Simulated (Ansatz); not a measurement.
**Ligand exchange: In(CH3)2I + C2H5NO → In(CH3)2(NH2) + C2H3IO**

Gas-phase species: In(CH3)2I, singlet; C2H5NO (acetamide) `CC(N)=O`, singlet; In(CH3)2(NH2), singlet; C2H3IO (acetyl iodide) `CC(=O)I`, singlet. The partners trade I for NH2: In–I and C–NH2 bonds give way to In–NH2 and C–I.

Shapes, held fixed at every level: PBE0-D4/def2-TZVP. Flexible molecules stand in one conformer, not always the lowest. Programs: Ansatz 0.2.0. The zero-point and thermal change to 298 K, harmonic and unscaled (PBE0-D4/def2-TZVP), is -8.2 kJ/mol.

| level | kind | ΔH(298 K) (kJ/mol) | less CCSD(T)/def2-TZVPP |
| --- | --- | --- | --- |
| HF/def2-SVP | Hartree–Fock | +251.3 | +80.8 |
| SPW92/def2-TZVPP | LDA | +179.4 | +8.9 |
| r2SCAN-D4/def2-TZVPP | meta-GGA | +177.5 | +7.0 |
| r2SCAN0-D4/def2-TZVPP | global hybrid | +194.7 | +24.2 |
| wB97M-V/def2-TZVPP | range-separated hybrid | +184.0 | +13.5 |
| CCSD(T)/def2-SVP | coupled cluster or CI | +194.4 | +23.9 |
| CCSD/def2-SVP | coupled cluster or CI | +203.0 | +32.5 |
| CCSD(T)/def2-TZVPP | coupled cluster or CI | +170.5 | 0.0 |

The highest level, CCSD(T)/def2-TZVPP, gives ΔH(298 K) = +170.5 kJ/mol; the levels span +170.5 to +251.3. The column of differences is taken from that level and isn't an error. No measured value is set beside it here. For atoms past krypton def2 sets carry core potentials with scalar relativity. Outer-core shells of I, In are correlated, in sets that cover them unevenly. CCSD(T)/def2-TZVPP lies outside the range of the other correlated levels here, so it shouldn't be taken on trust.
